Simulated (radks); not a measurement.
Values are calculated unless marked as measured or tabulated.
The rhodium anion Rh- inside a hard spherical wall (all orbitals vanish at R), configuration held at [Kr] 4d8 5s2 and not refilled when levels cross. Level of theory: scalar-relativistic Kohn-Sham, PBE, spin-polarised, spherical densities, finite nucleus; open shells are filled with parallel spins first (spin-orbit coupling, left out, can overturn this in heavy ions); Fermi nuclear charge, rms radius 4.4945 fm (a radial shooting solver on a logarithmic mesh with Libxc functionals). Eigenvalues in eV for spin up, with the zero of energy where the potential of the charges vanishes at infinity; a dash marks a level that is unbound or too diffuse for the functional's potential to be trusted. A positive occupied level is held by the wall or, in an anion where self-interaction has pushed it up, behind a barrier. The pressure on the wall is -dE/dV.

\begin{tabular}{lrrrrrrrrr}
R (bohr) & E (hartree) & kinetic (hartree) & e(4s) & e(4p) & e(4d) & e(5s) & e(6s, empty) & e(5p, empty) & pressure (GPa) \\ \hline
20 & -4784.11154 & 4954.503 & -77.240 & -45.176 & -0.651 & 0.648 & 2.231 & 2.286 & 0.000196 \\
15 & -4784.11104 & 4954.505 & -77.154 & -45.088 & -0.562 & 0.724 & 3.106 & 2.847 & 0.00248 \\
8 & -4784.08919 & 4954.600 & -76.078 & -44.004 & 0.507 & 1.703 & 9.488 & 5.114 & 0.555 \\
7 & -4784.06597 & 4954.695 & -75.415 & -43.340 & 1.139 & 2.348 & 12.905 & 6.204 & 1.63 \\
4 & -4783.38301 & 4957.200 & -66.833 & -34.951 & 8.947 & 12.707 & 55.261 & 20.603 & 125 \\
3.5 & -4782.75501 & 4959.398 & -62.071 & -30.390 & 13.398 & 19.965 & 80.032 & 29.898 & 341 \\
3 & -4781.36942 & 4964.189 & -54.340 & -23.003 & 21.073 & 34.064 & 123.22 & 47.270 & 1080 \\
2.5 & -4777.88539 & 4976.161 & -40.812 & -9.782 & 35.869 & 64.800 & 205.66 & 83.265 & 4170 \\
2 & -4767.42129 & 5010.692 & -13.411 & 18.644 & 69.270 & 141.78 & 383.91 & 168.06 & 21200 \\
\end{tabular}
